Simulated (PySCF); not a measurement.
**Electron correlation in F (fluorine, neutral)**

[He] 2s2 2p5, 2P determinant. All numbers are calculated (PySCF 2.14, scalar relativity by spin-free X2C-1e, in x2c-TZVPPall with one added diffuse shell each of s, p, d type (6s4p3d1f, 40 functions)). Frozen: nothing; 9 electrons correlated.

```csv
level,correlation energy (mhartree)
CCSD,-230.91
(T),-3.91
CCSD(T),-234.82
```

Diagnostics: T1 = 0.0069, D1 = 0.0128, largest double amplitude 0.030.

**Question.** Is a single reference adequate?

**Answer.** Yes: T1 lies below 0.03 and no double amplitude reaches 0.07.

This basis was not built for core-valence correlation, so the inner-shell part is incomplete.
